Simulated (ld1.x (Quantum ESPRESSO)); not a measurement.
# Mn (Z = 25): one change to a TM potential, before and after

Mn, norm-conserving Troullier–Martins (Kleinman–Bylander form), made with ld1.x (Quantum ESPRESSO) 7.5 (LDA (PZ), fully relativistic). Core [Ne] 3s2, reference 3p6 3d5 4s1.5 4p0 (charge +0.5). Waves: 4s (bound): rc 2.20 bohr; 3p (bound): rc 1.05 bohr; 3d (bound): rc 1.30 bohr; 4f channel at 0.3 Ry: rc 1.90 bohr. Local part: the f channel. Core correction: Bessel-smoothed model core, default radius (core density twice the valence density).

Open shells are filled in proportion to 2j + 1 (rel_dist='average').

All-electron outer shells of the reference configuration (LDA (PZ), scalar-relativistic, ld1.x):

```json
{"shell": "3s", "level (eV)": "-89.37", "outermost node (bohr)": "0.34", "outermost maximum (bohr)": "0.74"}
{"shell": "3p", "level (eV)": "-58.45", "outermost node (bohr)": "0.31", "outermost maximum (bohr)": "0.75"}
{"shell": "3d", "level (eV)": "-10.93", "outermost node (bohr)": "–", "outermost maximum (bohr)": "0.75"}
{"shell": "4s", "level (eV)": "-8.62", "outermost node (bohr)": "1.05", "outermost maximum (bohr)": "2.41"}
{"shell": "4p", "level (eV)": "-4.29", "outermost node (bohr)": "1.15", "outermost maximum (bohr)": "3.10"}
```

Change: local potential the d channel.

Cutoffs: the cutoffs (Ry, on a coarse ladder) from which the occupation-weighted sum of valence levels, in a spherical-Bessel basis at the reference potential, stays within 10 and 1 mRy of its value at 400 Ry; they do not see the model core or the augmentation charge, which bear on the density cutoff. Errors are all-electron minus pseudo energies relative to the spin-unpolarised reference configuration.

Task: How do hardness, ghosts and transferability respond?

Result: The potential gets neither clearly harder nor softer (140 Ry and 180 Ry → 140 Ry and 180 Ry); both files keep a bound ghost (s); of the 7 tests that both files solve, the error grows in 1 and shrinks in 5 by more than 15 % and 0.3 meV (median size 10.0 → 23.4 meV); the range in which the s phases agree narrows (upper end 4.3 → 0.9); the range in which the d3/2 phases agree narrows (upper end at the end of the scan → 1.3).

| quantity | base | changed |
| --- | --- | --- |
| cutoff, loose | 140 Ry | 140 Ry |
| cutoff, tight | 180 Ry | 180 Ry |
| loose cutoff by channel (10 mRy a level) | s 12 Ry, p 50 Ry, d 110 Ry | s 8 Ry, p 50 Ry, d 110 Ry |
| bound ghosts | s | s |
| largest miss of a reference level, eV | 0.00 | 0.07 |
| error for 3p6 3d5 4s2 4p0, meV [ΔE -3.47 eV] | -1.3 | -0.5 |
| error for 3p6 3d5 4s1 4p0, meV [ΔE 5.19 eV] | -1.9 | -1.2 |
| error for 3p6 3d5 4s0 4p0, meV [ΔE 21.07 eV] | -23 | -23 |
| error for 3p6 3d4 4s2 4p0, meV [ΔE 9.98 eV] | -105 | -49 |
| error for 3p6 3d5 4s1 4p1, meV [ΔE 0.46 eV] | +47 | -39 |
| error for 3p6 3d5.5 4s1.5 4p0, meV [ΔE -3.97 eV] | -10 | -5.2 |
| error for 3p6 3d4 4s2 4p1, meV [ΔE 4.45 eV] | +5.6 | -106 |
| s: phases at 2.40 bohr within 0.05 rad from the reference energy up to (Ry; the scan ends near 5) | 4.3 | 0.9 |
| p1/2: phases at 2.40 bohr within 0.05 rad from the reference energy up to (Ry; the scan ends near 5) | -0.1 | 0.1 |
| p3/2: phases at 2.40 bohr within 0.05 rad from the reference energy up to (Ry; the scan ends near 5) | -0.0 | 0.1 |
| d3/2: phases at 2.40 bohr within 0.05 rad from the reference energy up to (Ry; the scan ends near 5) | to the end of the scan | 1.3 |
| d5/2: phases at 2.40 bohr within 0.05 rad from the reference energy up to (Ry; the scan ends near 5) | to the end of the scan | 1.4 |
| f5/2: phases at 2.40 bohr within 0.05 rad from the reference energy up to (Ry; the scan ends near 5) | to the end of the scan | to the end of the scan |
| f7/2: phases at 2.40 bohr within 0.05 rad from the reference energy up to (Ry; the scan ends near 5) | to the end of the scan | to the end of the scan |

 A true bound ghost makes a file unfit for plane-wave use even where its test errors are small: the radial tests pick states by their node count and pass the ghost by.
